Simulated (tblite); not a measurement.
Parent: `[F:1][CH2:2][SiH2:3][Si@@H:4]([F:5])[SiH3:6]` with F1–C2–Si3–Si4 43°, C2–Si3–Si4–F5 176°, CH8F2Si3.

Structures optimised with GFN2-xTB, isolated species. One conformer each, not checked by frequencies here.

```csv
coordinate of the parent,value
F1–C2,1.387 Å
C2–Si3,1.921 Å
Si3–Si4,2.319 Å
Si4–F5,1.633 Å
Si4–Si6,2.323 Å
F1–C2–Si3,109.1°
C2–Si3–Si4,105.7°
Si3–Si4–F5,103.6°
Si3–Si4–Si6,120.6°
F5–Si4–Si6,106.9°
```

**Question.** How does the shared frame change in `[N:1]#[C:2][C@@H:3]([F:4])[SiH2:5][Si@@H:6]([F:7])[SiH3:8]` with C2–C3–Si5–Si6 -68°, C3–Si5–Si6–F7 -173°, C2H7F2NSi3? Atoms pair as F1 = F4, C2 = C3, Si3 = Si5, Si4 = Si6, F5 = F7, Si6 = Si8 (parent first).

**Answer.** 
```tsv
parent	relative	value in the relative	change
F1–C2	F4–C3	1.394 Å	+0.007
C2–Si3	C3–Si5	1.951 Å	+0.030
Si3–Si4	Si5–Si6	2.320 Å	+0.001
Si4–F5	Si6–F7	1.631 Å	-0.002
Si4–Si6	Si6–Si8	2.326 Å	+0.003
F1–C2–Si3	F4–C3–Si5	106.8°	-2.3
C2–Si3–Si4	C3–Si5–Si6	105.0°	-0.7
Si3–Si4–F5	Si5–Si6–F7	102.2°	-1.4
Si3–Si4–Si6	Si5–Si6–Si8	120.0°	-0.6
F5–Si4–Si6	F7–Si6–Si8	107.8°	+0.9
```

Of the parent's bonds, C2–Si3 changes most (+0.030 Å). Bonds of the relative outside the shared frame: N1≡C2 1.145, C2–C3 1.430 Å. Point group C1 → C1.

All values are computed, not measured.
